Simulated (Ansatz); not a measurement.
Br2HInS2 (`S[S][In]([Br])[Br]`), charge 0, multiplicity 1.

(1) Give a relaxed structure at PBE0-D4/def2-TZVP (Ansatz 0.2.0). (Best estimate.)

Answers

(1) Computed: 
Z-matrix (Å, degrees):
```
In
S 1 2.389
Br 1 2.447 2 120.8
Br 1 2.452 2 120.2 3 -179.2
S 2 2.057 1 102.1 3 -6.6
H 5 1.346 2 98.1 1 90.9
```
